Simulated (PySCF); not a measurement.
## Magnesium: a sound run and one with changed settings

Sound run: Mg²⁺ [Ne], Mg³⁺ [He] 2s2 2p5. Computed with PySCF 2.14 in aug-cc-pVDZ-DK (5s4p2d, 27 functions), with scalar relativity by spin-free X2C-1e. The sound run starts from symmetry-adapted Hartree-Fock orbitals and uses a fine grid where one is needed.

Changed run: radial step 1.2 in ln r (0.13 in the sound run). This setting is unsound on purpose.

| species | method | sound run (hartree) | changed run (hartree) | converged |
| --- | --- | --- | --- | --- |
| Mg²⁺ | UHF | -199.12896 | -199.12896 | yes |
| Mg²⁺ | TPSS | -199.55796 | -199.49122 | yes |
| Mg²⁺ | BP86 | -199.54905 | -199.54512 | yes |
| Mg³⁺ | UHF | -196.15164 | -196.15164 | yes |
| Mg³⁺ | TPSS | -196.53058 | -196.49329 | yes |
| Mg³⁺ | BP86 | -196.51475 | -196.53038 | yes |

Ionisation energy of Mg²⁺:

```tsv
method	sound run (eV)	changed run (eV)
UHF	81.017	81.017
TPSS	82.379	81.578
BP86	82.568	82.035
```

A coarse radial grid mis-integrates the density and the exchange-correlation energy, with errors of either sign; Hartree-Fock needs no grid.

For comparison, NIST gives 80.144 eV between the lowest levels.
